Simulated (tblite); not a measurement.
Compound: C4H9ClSi.
Numbering: `[Cl:1][SiH2:2][CH2:3][CH:4]1[CH2:5][CH2:6]1` (hydrogens: H7, H8 on Si2; H9, H10 on C3; H11 on C4; H12, H13 on C5; H14, H15 on C6)

Computed with GFN2-xTB (tblite), gas phase: L-BFGS steps from a force-field or distance-geometry start until the largest atomic force falls under 0.01 eV/Å.

Step 0: E = -529.2805 eV
```
atom  x, y, z in Å  |  force x, y, z in eV/Å
Cl1     3.2302    0.9410   -0.3760   -0.264  -0.320   0.104
Si2     2.1341   -0.6876    0.2112    1.277  -0.443  -0.395
C3      0.5182   -0.1440    0.9589   -0.898   0.251   0.350
C4     -0.4227    0.6082    0.0237   -0.359  -0.662   0.525
C5     -1.4211   -0.1429   -0.8126    0.071   0.306  -0.321
C6     -1.8976    0.6640    0.3552    0.270   0.120  -0.027
H7      1.9378   -1.5554   -0.9733    0.034   0.238   0.270
H8      2.9610   -1.4090    1.2360   -0.349   0.294  -0.404
H9      0.0099   -1.0305    1.3600   -0.027   0.200  -0.086
H10     0.7159    0.5067    1.8187   -0.016  -0.042   0.003
H11     0.0178    1.5062   -0.3712    0.027   0.132  -0.235
H12    -1.6285    0.2417   -1.8112    0.037  -0.186   0.262
H13    -1.4828   -1.2199   -0.7374    0.148   0.088  -0.005
H14    -2.4120    1.5928    0.1571   -0.060  -0.041   0.036
H15    -2.2648    0.1368    1.2267    0.109   0.066  -0.076
```

Step 1: E = -529.3246 eV
```
atom  x, y, z in Å  |  force x, y, z in eV/Å
Cl1     3.2265    0.9364   -0.3745   -0.171  -0.215   0.060
Si2     2.1524   -0.6939    0.2056    0.440  -0.113  -0.107
C3      0.5054   -0.1404    0.9639   -0.039  -0.040   0.046
C4     -0.4278    0.5987    0.0312   -0.001   0.070   0.105
C5     -1.4201   -0.1385   -0.8172    0.050  -0.062   0.003
C6     -1.8937    0.6657    0.3549   -0.013   0.088   0.034
H7      1.9383   -1.5520   -0.9694    0.033   0.132   0.134
H8      2.9561   -1.4048    1.2302   -0.199   0.173  -0.251
H9      0.0096   -1.0276    1.3588   -0.126   0.033   0.017
H10     0.7157    0.5061    1.8188   -0.028   0.027   0.080
H11     0.0182    1.5081   -0.3746   -0.133  -0.240  -0.036
H12    -1.6280    0.2390   -1.8074    0.012  -0.052  -0.001
H13    -1.4807   -1.2187   -0.7375    0.118   0.167  -0.028
H14    -2.4129    1.5922    0.1576   -0.032  -0.022   0.039
H15    -2.2633    0.1377    1.2256    0.088   0.054  -0.095
```

**Question.** Estimate the geometry and energy of step 2. (The exact step hangs on the optimiser's Hessian estimate; all steps are aligned on step 1, rigid shifts and turns removed.)

**Answer.** E = -529.3341 eV, largest force 0.199 eV/Å
```
atom  x, y, z in Å  |  force x, y, z in eV/Å
Cl1     3.2228    0.9318   -0.3732   -0.093  -0.114   0.021
Si2     2.1630   -0.6969    0.2029    0.029   0.032  -0.016
C3      0.5029   -0.1407    0.9654    0.188  -0.063  -0.017
C4     -0.4285    0.5987    0.0342   -0.020   0.023   0.039
C5     -1.4190   -0.1390   -0.8178    0.048   0.072   0.090
C6     -1.8934    0.6675    0.3554    0.013   0.021  -0.036
H7      1.9389   -1.5491   -0.9664    0.028   0.061   0.043
H8      2.9517   -1.4011    1.2248   -0.076   0.070  -0.113
H9      0.0072   -1.0266    1.3589   -0.130  -0.005   0.033
H10     0.7151    0.5065    1.8203   -0.025   0.006   0.062
H11     0.0158    1.5039   -0.3757   -0.086  -0.163  -0.048
H12    -1.6277    0.2377   -1.8070    0.016  -0.029  -0.031
H13    -1.4782   -1.2154   -0.7380    0.101   0.046  -0.011
H14    -2.4136    1.5917    0.1584   -0.048   0.023   0.024
H15    -2.2614    0.1388    1.2237    0.055   0.021  -0.037
```

The energy changes by -0.0095 eV. The first-order estimate −F·Δx gives -0.0147 eV and the mean of the old and new forces, exact on a quadratic surface, -0.0095 eV. The step makes an angle of 11° with the force vector and moves no atom by more than 0.011 Å.

What follows is the cost of the whole relaxation. The run took 0.34 s of wall time on Arm Neoverse V2, one thread, no GPU, on a shared host.
